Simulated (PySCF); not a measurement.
## Gas-phase XPS of B(AsH3)H3, computed

Species: B(AsH3)H3.
Geometry (PBE0-D3(BJ)/def2-SVP, Å), atoms numbered from 1 in this order:
```xyz
8
AsBH6 angstrom
B     -0.004    0.010   -1.196
As     0.003   -0.006    0.852
H      0.767    1.070    1.585
H      0.563   -1.214    1.565
H     -1.313    0.106    1.585
H      1.181   -0.080   -1.468
H     -0.519    1.085   -1.454
H     -0.677   -0.970   -1.468
```

Method used: delta-SCF UKS SCAN, pcX-2 on the ionised atom, pcseg-1 elsewhere, spin-free X2C in PySCF 2.14.0. Vertical ΔSCF values, vacuum level as zero.

Task: What binding energy does each computed site have?

Result: 
```json
{"atom(s)": "B1", "environment": "boron bonded to As and 3 H", "level": "B 1s", "binding energy (eV)": "194.04", "count": "1"}
```

Task: Which photon energy gives electrons from B 1s of B1 a kinetic energy of 100 eV, and what is their de Broglie wavelength?

Result: hν = 194.04 + 100 = 294.04 eV, recoil neglected; λ = 12.264 Å/√(E/eV) = 1.23 Å.

No level of arsenic is listed. Isolated species at its PBE0-D3(BJ)/def2-SVP geometry, gas phase.

Time: 2.9 s wall. Hardware: one thread, Arm Neoverse V1 (shared host).
